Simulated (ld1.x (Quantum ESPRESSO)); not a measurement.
## Cutoff test, fluorine, PAW

fluorine (F), PAW, made with ld1.x (Quantum ESPRESSO) 7.5 (PBEsol, non-relativistic). Core [He], reference 2s2 2p2 (charge +3). Waves: 2s (bound): rcut 0.55, rcutus 0.60 bohr; 2s channel at -4.45 Ry: rcut 0.55, rcutus 0.60 bohr; 2p (bound): rcut 1.05, rcutus 1.45 bohr; 2p channel at -4.95 Ry: rcut 1.05, rcutus 1.45 bohr; 3d channel at 0.2 Ry: rc 1.75 bohr. Local part: the d channel. Core correction: a·sin(br)/r model core, default radius (ld1.x builds one for every PAW set, though the input has nlcc=.false.). Augmentation charge: PSQ, inside the norm-conserving radii.

The pseudo-atom Hamiltonian at the reference potential is diagonalised in spherical Bessel functions j_l(qr) that vanish at 20 bohr, with q² up to the cutoff. All-electron valence levels (Ry): 2s -6.6750, 2p -5.3349.

Task: How do the lowest levels (Ry) of each channel move with the cutoff, and are there ghosts?

Result:

```
cutoff (Ry)     s #1     p #1     p #2     d #1     f #1  Σ f·Δε (mRy)
          8  -6.1392  -3.7811  -1.2293  -1.1871  -0.5840        4179.5
         15  -6.3468  -4.9528  -1.4727  -1.2275  -0.5849        1420.9
         21  -6.3548  -5.2193  -1.5440  -1.2441  -0.5850         872.1
         30  -6.3764  -5.3261  -1.5911  -1.2519  -0.5851         615.1
         45  -6.5011  -5.3344  -1.6034  -1.2548  -0.5851         349.1
         60  -6.5994  -5.3347  -1.6039  -1.2549  -0.5851         151.9
         80  -6.6510  -5.3349  -1.6039  -1.2549  -0.5851          48.2
        100  -6.6699  -5.3350  -1.6039  -1.2549  -0.5851          10.4
        140  -6.6744  -5.3350  -1.6039  -1.2549  -0.5851           1.4
        200  -6.6748  -5.3350  -1.6039  -1.2549  -0.5851           0.6
        260  -6.6750  -5.3350  -1.6039  -1.2549  -0.5851           0.1
        400  -6.6751  -5.3350  -1.6039  -1.2549  -0.5851           0.0
```

Result: no extra level below or beside the all-electron valence levels (s, p, d, f tested); 10 mRy is reached at 110 Ry and 1 mRy at 200 Ry.
